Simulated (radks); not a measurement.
Results of a calculation; reference values are marked as such.
Problem. The mean radii <r> (bohr) of the occupied orbitals of an atom or ion are listed with their occupations. Code: a radial shooting solver on a logarithmic mesh with Libxc functionals. Model: scalar-relativistic Kohn-Sham, r2SCAN, spin-polarised, spherical densities, finite nucleus; meta-GGA in the generalised Kohn-Sham scheme; Fermi nuclear charge, rms radius of each element as measured or else 0.836 A^(1/3) + 0.57 fm.

| orbital | occ. | <r> |
|---|---|---|
| 1s up | 1 | 0.01899 |
| 1s down | 1 | 0.01899 |
| 2s up | 1 | 0.08039 |
| 2s down | 1 | 0.08038 |
| 2p up | 3 | 0.07176 |
| 2p down | 3 | 0.07175 |
| 3s up | 1 | 0.2076 |
| 3s down | 1 | 0.2075 |
| 3p up | 3 | 0.2072 |
| 3p down | 3 | 0.2072 |
| 3d up | 5 | 0.1878 |
| 3d down | 5 | 0.1878 |
| 4s up | 1 | 0.4386 |
| 4s down | 1 | 0.4389 |
| 4p up | 3 | 0.4550 |
| 4p down | 3 | 0.4554 |
| 4d up | 5 | 0.4622 |
| 4d down | 3 | 0.4627 |

Name the element and its charge. Open shells, if any, are filled with parallel spins first.

Solution. Z = 72, hafnium, charge +28: Hf28+ in [Kr] 4d8. The 1s radius gives Z: for a bare nucleus <r> = (2 gamma + 1)/(2Z) with gamma = sqrt(1 - (Z/c)^2), 0.01876 bohr for Z = 72, and screening makes it slightly larger (0.01899 here). The occupations add up to 44, and the charge is Z minus that.
